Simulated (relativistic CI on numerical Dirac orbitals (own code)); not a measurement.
# Electric-dipole lines of Re⁵¹⁺

Computed by Dirac-Coulomb-Breit CI, orbitals from a KLI potential per configuration, model QED (radiative potential, 1s self-energy scaled to tabulated hydrogen-like ionisation energies), unscaled Slater integrals (own radial code, finite nucleus).

CI space (outside the closed core [Ne]): 3s2.3p6.3d6, 3s2.3p5.3d7, 3s2.3p4.3d8, 3s.3p6.3d7, 3p6.3d8, 3s.3p5.3d8, 3s2.3p6.3d5.4s, 3s2.3p6.3d5.4p, 3s2.3p4.3d7.4s, 3s2.3p6.3d5.4d, 3s2.3p4.3d7.4p, 3s2.3p5.3d6.4s, 3s2.3p6.3d5.4f, 3s2.3p4.3d7.4d, 3s.3p5.3d7.4s, 3s2.3p5.3d6.4p, 3s2.3p5.3d6.4d, 3s2.3p6.3d4.4s2, 3s.3p6.3d6.4s, 3p6.3d7.4s, 3p6.3d7.4p, 3s2.3p6.3d5.5s, 3p6.3d7.4d, 3s.3p6.3d5.4s2. Levels of other configurations are missing.

| λ vac (nm) | Lower | Upper | A (s⁻¹) | log gf | S velocity/length |
| --- | --- | --- | --- | --- | --- |
| 1.7223 | 3s2.3p6.3d6 1I_6 [21] | 3s2.3p5.3d7 3G°_5 [133] | 5.59e+12 | 0.44 | 0.77 |
| 1.7233 | 3s2.3p6.3d6 3H_5 [20] | 3s2.3p5.3d7 3F°_4 [129] | 3.41e+12 | 0.13 | 0.78 |
| 1.7444 | 3s2.3p6.3d6 3D_3 [10] | 3s2.3p5.3d7 3D°_2 [110] | 3.64e+12 | -0.08 | 0.81 |
| 1.7480 | 3s2.3p6.3d6 3G_5 [7] | 3s2.3p5.3d7 3G°_5 [108] | 1.97e+12 | 0.00 | 0.87 |
| 1.7481 | 3s2.3p6.3d6 3H_6 [8] | 3s2.3p5.3d7 3G°_5 [108] | 5.33e+12 | 0.43 | 0.77 |
| 1.7481 | 3s2.3p6.3d6 1G_4 [31] | 3s2.3p5.3d7 1G°_4 [162] | 4.73e+12 | 0.29 | 0.87 |
| 1.7532 | 3s2.3p5.3d7 3I°_7 [54] | 3s2.3p4.3d8 3H_6 [227] | 6.30e+12 | 0.58 | 0.82 |
| 1.7544 | 3s2.3p6.3d6 5D_3 [4] | 3s2.3p5.3d7 3F°_4 [107] | 1.65e+12 | -0.16 | 0.92 |
| 1.7573 | 3s2.3p6.3d6 1G_4 [12] | 3s2.3p5.3d7 3D°_3 [112] | 4.82e+12 | 0.19 | 0.80 |
| 1.7582 | 3s2.3p6.3d6 5D_4 [5] | 3s2.3p5.3d7 3F°_4 [107] | 2.13e+12 | -0.05 | 0.86 |
| 1.7792 | 3s2.3p6.3d6 3G_5 [7] | 3s2.3p5.3d7 3F°_4 [107] | 2.10e+12 | -0.05 | 0.78 |
| 1.7911 | 3s2.3p6.3d6 1I_6 [21] | 3s2.3p5.3d7 1I°_6 [123] | 2.47e+12 | 0.19 | 0.83 |
| 2.0769 | 3s2.3p5.3d7 5G°_6 [35] | 3s.3p6.3d7 5F_5 [180] | 3.58e+12 | 0.41 | 0.86 |
| 2.6942 | 3s2.3p6.3d6 5D_4 [5] | 3s2.3p5.3d7 3F°_3 [69] | 1.51e+12 | 0.06 | 0.71 |
| 2.7019 | 3s2.3p6.3d6 3P_2 [2] | 3s2.3p5.3d7 3P°_1 [46] | 1.31e+12 | -0.37 | 0.83 |
| 2.7178 | 3s2.3p6.3d6 5D_3 [4] | 3s2.3p5.3d7 5D°_2 [67] | 9.06e+11 | -0.30 | 0.79 |
| 2.7212 | 3s2.3p6.3d6 3G_5 [7] | 3s2.3p5.3d7 3F°_4 [71] | 1.87e+12 | 0.27 | 0.69 |
| 2.7244 | 3s2.3p6.3d6 3F_4 [1] | 3s2.3p5.3d7 3D°_3 [44] | 2.08e+12 | 0.21 | 0.72 |
| 2.7374 | 3s2.3p6.3d6 3H_6 [8] | 3s2.3p5.3d7 3G°_5 [70] | 1.65e+12 | 0.31 | 0.69 |
| 2.7440 | 3s2.3p6.3d6 3H_4 [18] | 3s2.3p5.3d7 3G°_3 [94] | 1.36e+12 | 0.03 | 0.72 |
| 2.7858 | 3s2.3p6.3d6 1I_6 [21] | 3s2.3p5.3d7 1H°_5 [96] | 1.60e+12 | 0.31 | 0.67 |
| 2.7988 | 3s2.3p6.3d6 3F_4 [1] | 3s2.3p5.3d7 3F°_4 [43] | 1.65e+12 | 0.24 | 0.83 |
| 2.8008 | 3s2.3p6.3d6 3H_5 [20] | 3s2.3p5.3d7 3G°_4 [92] | 1.21e+12 | 0.11 | 0.71 |
| 2.8260 | 3s2.3p6.3d6 1G_4 [12] | 3s2.3p5.3d7 1G°_4 [75] | 8.77e+11 | -0.02 | 0.81 |
| 2.8505 | 3s2.3p6.3d6 3P_2 [2] | 3s2.3p5.3d7 3D°_3 [42] | 5.42e+11 | -0.34 | 0.86 |
| 2.8563 | 3s2.3p6.3d6 5D_3 [4] | 3s2.3p5.3d7 3F°_3 [58] | 1.02e+12 | -0.06 | 0.79 |
| 2.8715 | 3s2.3p6.3d6 3H_6 [8] | 3s2.3p5.3d7 3H°_6 [62] | 1.09e+12 | 0.24 | 0.76 |
| 2.8835 | 3s2.3p6.3d6 5D_4 [5] | 3s2.3p5.3d7 3F°_4 [57] | 7.45e+11 | -0.08 | 0.81 |
| 2.8944 | 3s2.3p6.3d6 3P_2 [2] | 3s2.3p5.3d7 3P°_2 [41] | 9.78e+11 | -0.21 | 0.75 |
| 3.0400 | 3s2.3p6.3d6 3F_4 [1] | 3s2.3p5.3d7 3G°_5 [37] | 3.03e+11 | -0.34 | 0.88 |

Terms are leading LS components. Brackets give the number of a level in order of energy, since labels repeat. The list gives strong lines, with weight on those to low levels, among the lowest 400 of 9826 levels, so that lines to higher ones, which can be the strongest, are missing. Levels whose partners in the same complex of configurations lie outside the list can be far off, and so can their lines. Rates are taken at the computed energies, electric ones in the length gauge. A velocity-to-length ratio far from 1 marks an uncertain rate.

At this charge energies of transitions that change n are usually good to better than 1 %, and those within a shell (Δn = 0) to a few per cent.

LS names give the leading component of a level, which can be under half, so a name can repeat, a term be missing and a line seem to break the LS rules.
